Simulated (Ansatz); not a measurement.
`C[SiH2]OCF` → `[CH]F` + `C[SiH2]O`  (formal loss of a carbene)

Computed with Ansatz on PBE0-D4/def2-TZVP structures; ΔE is electronic, products minus reactants. CCSD(T)/CBS is the MP2 limit (def2-TZVPP, def2-QZVPP) plus CCSD(T) − MP2 in def2-TZVPP, frozen cores. This one scheme is used for every species. Functionals use def2-TZVPP. Each species was taken in one conformer, which may not be the lowest.

CCSD(T)/CBS gives +353.0 kJ/mol.

**Question.** Another level gave +348.0 kJ/mol. Which?
A. BLYP-D4/def2-TZVPP
B. r2SCAN0-D4/def2-TZVPP
C. revPBE/def2-TZVPP
D. BHLYP/def2-TZVPP

**Answer.** A. BLYP-D4 348.0, BHLYP 357.6, r2SCAN0-D4 383.4, revPBE 341.3 kJ/mol.

Largest T1 diagnostic among the species: 0.018.

The D4 term adds +10.9 kJ/mol with B3LYP and +6.0 kJ/mol with PBE0; it sums over pairs of atoms, weighted by their polarisabilities, and B3LYP, whose exchange is more repulsive, gets the larger term. At CCSD(T), def2-SVP lies +14.2 kJ/mol from the extrapolated value and def2-TZVPP −2.5 kJ/mol.

CCSD(T)/CBS has its own doubt, a few kJ/mol and more with outer-core shells, so smaller differences from it don't rank the levels.

B3LYP here is the variant with VWN-RPA as its local correlation; programs differ in this.
